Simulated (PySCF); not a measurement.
Input of a run (PBE0-D3(BJ)/def2-SVP geometry optimisation, gas phase (PySCF 2.14.0)), started from GFN2-xTB:
```
{"job": {"xc": "PBE0", "basis": "def2-SVP", "d3": "d3bj", "grid": 1, "shake": 0.01, "kind": "geom"}, "charge": 0, "multiplicity": 1}
C     -1.446460     0.145150    -1.116420
C     -1.022120    -0.313630     0.249720
Si     0.828550    -0.722940     0.272630
As     2.029960     0.988790    -0.815040
H     -0.915100     1.060680    -1.422340
H     -2.532290     0.419470    -1.130770
H     -1.279710    -0.599380    -1.871470
H     -1.222270     0.469220     0.985670
H     -1.598660    -1.180980     0.555740
H      1.049260    -1.994320    -0.429710
H      1.221110    -0.969770     1.691550
H      3.277810     0.682110    -0.081760
H      1.615740     1.998730     0.240630
```

Output (energies in Eh, forces in Eh/bohr):
```
step   0  E = -2606.08778764  max force = 0.023805
step   1  E = -2606.09141848  max force = 0.005787
step   2  E = -2606.09173894  max force = 0.001239
step   3  E = -2606.09178063  max force = 0.000809
step   4  E = -2606.09181659  max force = 0.001103
step   5  E = -2606.09185154  max force = 0.001484
step   6  E = -2606.09189429  max force = 0.001190
step   7  E = -2606.09191972  max force = 0.000774
step   8  E = -2606.09192754  max force = 0.000350
optimisation converged
```

Task: Summarise the run.

Result: The energy falls by 2.6 kcal/mol over 9 energy and gradient evaluations, the largest force component goes from 0.0238 to 3.5e-04 Eh/bohr, and the atoms move by 0.203 Å rms after alignment. The bond that changes most is As4–H12 (ends: arsenic bonded to Si and 2 H; hydrogen on arsenic), which lengthens by 0.046 Å. Bonds longer at the end by more than 0.005 Å: 8 of 12; shorter: 2. Among the angles that change most is C1–C2–Si3, from 110.7° to 114.3°. Among the dihedrals that turn most is H9–C2–Si3–H10, from 48° to 64°. The energy never rose by more than 1e-6 Eh on the way. The first step brought 88 % of the lowering.

Task: What are the final bond lengths?

Result: C1–C2 1.525 Å, C2–Si3 1.889 Å, Si3–As4 2.377 Å, C1–H5 1.102 Å, C1–H6 1.101 Å, C1–H7 1.102 Å, C2–H8 1.104 Å, C2–H9 1.104 Å, Si3–H10 1.498 Å, Si3–H11 1.496 Å, As4–H12 1.526 Å, As4–H13 1.527 Å. Numbering counts from 1 in the input's order; the species is `CC[SiH2][AsH2]`.

The run used 123 basis functions and 55 SCF cycles in all. Hardware: an Arm Neoverse V1 with one thread, no GPU, shared host with 32 logical CPUs at a one-minute load of 23. Cost: 58 s wall, 0.51 GiB resident at most.

PBE0-D3(BJ)/def2-SVP frequencies: not computed here. One conformer, not necessarily the lowest.
